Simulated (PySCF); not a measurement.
CH4BClS (SMILES CSBCl), singlet, geometry from GFN2-xTB, with bond 7-5 at 2.4 times its length; CASCI(2,3)/6-31G (PySCF).

PySCF was given this input:
```python
from pyscf import gto, scf, mcscf
import numpy

mol = gto.Mole()
mol.atom = '''
    B    -0.45741416    0.48225490    0.21426879
    Cl    0.40893531    1.77870207    0.90743108
    H    -1.62705892    0.52167119    0.16850163
    S     0.40444993   -0.92535914   -0.43759154
    C    -0.97276362   -1.97172232   -1.03493449
    H    -1.61764141   -2.23098248   -0.20251508
    H     0.09884188   -4.11843174   -2.04263641
    H    -1.52848487   -1.43763380   -1.79777695
'''
mol.basis = '6-31g'
mol.verbose = 4
mol.build()

mf = scf.RHF(mol)
mf.kernel()
mc = mcscf.CASCI(mf, 3, 2)
mc.fix_spin_(ss=0.0)
mc.kernel()
occ = numpy.linalg.eigvalsh(mc.fcisolver.make_rdm1(mc.ci, mc.ncas, mc.nelecas))[::-1]
ss = mc.fcisolver.spin_square(mc.ci, mc.ncas, mc.nelecas)[0]
print('natural occupations', occ.round(4), ' <S^2>', round(ss, 4))
```

What the program printed (banner, timings and long lists left out):

```
PySCF version 2.14.0

[INPUT] verbose = 4
[INPUT] num. atoms = 8
[INPUT] num. electrons = 48
[INPUT] charge = 0
[INPUT] spin (= nelec alpha-beta = 2S) = 0
[INPUT] symmetry False subgroup None
[INPUT] Mole.unit = angstrom
[INPUT] Symbol           X                Y                Z      unit          X                Y                Z       unit  Magmom
[INPUT]  1 B     -0.457414160000   0.482254900000   0.214268790000 AA   -0.864387487898   0.911329683230   0.404909330142 Bohr   0.0
[INPUT]  2 Cl     0.408935310000   1.778702070000   0.907431080000 AA    0.772775738564   3.361259769497   1.714796218118 Bohr   0.0
[INPUT]  3 H     -1.627058920000   0.521671190000   0.168501630000 AA   -3.074695747331   0.985815676176   0.318421932243 Bohr   0.0
[INPUT]  4 S      0.404449930000  -0.925359140000  -0.437591540000 AA    0.764299598800  -1.748675341463  -0.826928165027 Bohr   0.0
[INPUT]  5 C     -0.972763620000  -1.971722320000  -1.034934490000 AA   -1.838256825740  -3.726015178492  -1.955742742966 Bohr   0.0
[INPUT]  6 H     -1.617641410000  -2.230982480000  -0.202515080000 AA   -3.056899232655  -4.215945875903  -0.382698037294 Bohr   0.0
[INPUT]  7 H      0.098841880000  -4.118431740000  -2.042636410000 AA    0.186784082837  -7.782708051316  -3.860023386965 Bohr   0.0
[INPUT]  8 H     -1.528484870000  -1.437633800000  -1.797776950000 AA   -2.888417789841  -2.716734149418  -3.397306068556 Bohr   0.0

nuclear repulsion = 178.805773056669
number of shells = 32
number of NR pGTOs = 152
number of NR cGTOs = 52
basis = 6-31g
ecp = {}

******** <class 'pyscf.scf.hf.RHF'> ********
method = RHF
initial guess = minao
damping factor = 0
level_shift factor = 0
DIIS = <class 'pyscf.scf.diis.CDIIS'>
diis_start_cycle = 1
diis_space = 8
diis_damp = 0
SCF conv_tol = 1e-09
SCF conv_tol_grad = None
SCF max_cycles = 50
direct_scf = True
direct_scf_tol = 1e-13
Set gradient conv threshold to 3.16228e-05
Initial guess from minao.
init E= -922.062185865598
  HOMO = -0.212441496353054  LUMO = -0.104895573650478  gap/eV = 2.92647
cycle= 1 E= -921.505600146966  delta_E= 0.557  |g|= 0.465  |ddm|= 2.59
  HOMO = -0.359024187610208  LUMO = -0.0706614501729443  gap/eV = 7.84675
cycle= 2 E= -921.555775082772  delta_E= -0.0502  |g|= 0.344  |ddm|= 1.09
  HOMO = -0.332570281963864  LUMO = -0.0386920468306902  gap/eV = 7.99683
cycle= 3 E= -921.596585533026  delta_E= -0.0408  |g|= 0.0702  |ddm|= 0.443
  HOMO = -0.338098662406293  LUMO = -0.0364777219574839  gap/eV = 8.20752
cycle= 4 E= -921.598660673556  delta_E= -0.00208  |g|= 0.0214  |ddm|= 0.129
  HOMO = -0.33500488005709  LUMO = -0.0297918220267404  gap/eV = 8.30527
cycle= 5 E= -921.598963717473  delta_E= -0.000303  |g|= 0.00596  |ddm|= 0.0552
  HOMO = -0.333815137651443  LUMO = -0.0292064774831016  gap/eV = 8.28882
cycle= 6 E= -921.598994539983  delta_E= -3.08e-05  |g|= 0.00146  |ddm|= 0.0191
  HOMO = -0.333662433473118  LUMO = -0.0288466123545388  gap/eV = 8.29446
cycle= 7 E= -921.598997493393  delta_E= -2.95e-06  |g|= 0.00039  |ddm|= 0.00629
  HOMO = -0.33360168063531  LUMO = -0.0287267255872337  gap/eV = 8.29607
cycle= 8 E= -921.598997690157  delta_E= -1.97e-07  |g|= 0.000104  |ddm|= 0.00178
  HOMO = -0.333582875887259  LUMO = -0.0287263136089071  gap/eV = 8.29557
cycle= 9 E= -921.5989977027  delta_E= -1.25e-08  |g|= 3.24e-05  |ddm|= 0.000447
  HOMO = -0.333589029152317  LUMO = -0.0287321256294406  gap/eV = 8.29558
cycle= 10 E= -921.598997703881  delta_E= -1.18e-09  |g|= 1.26e-05  |ddm|= 0.00011
  HOMO = -0.333590254700844  LUMO = -0.0287337919273236  gap/eV = 8.29557
cycle= 11 E= -921.59899770405  delta_E= -1.69e-10  |g|= 4.13e-06  |ddm|= 4.57e-05
  HOMO = -0.333590326567161  LUMO = -0.0287340288374929  gap/eV = 8.29556
Extra cycle  E= -921.598997704057  delta_E= -6.59e-12  |g|= 2.72e-06  |ddm|= 8.71e-06
converged SCF energy = -921.598997704057

******** <class 'pyscf.mcscf.casci.CASCI'> ********
CAS (1e+1e, 3o), ncore = 23, nvir = 26
natorb = False
canonicalization = True
sorting_mo_energy = False
******** <class 'pyscf.fci.addons.SpinPenaltyFCISolver'> ********
max. cycles = 200
conv_tol = 1e-08
davidson only = True
linear dependence = 1e-12
level shift = 0.001
max iter space = 12
nroots = 1
pspace_size = 400
spin = None
Density matrix diagonal elements [1.52693730e+00 4.73061534e-01 1.16200297e-06]
CASCI converged
CASCI E = -921.682013116778  E(CI) = -1.11606742441927  S^2 = 0.0000000
natural occupations [1.5276 0.4724 0.    ]  <S^2> 0.0
```
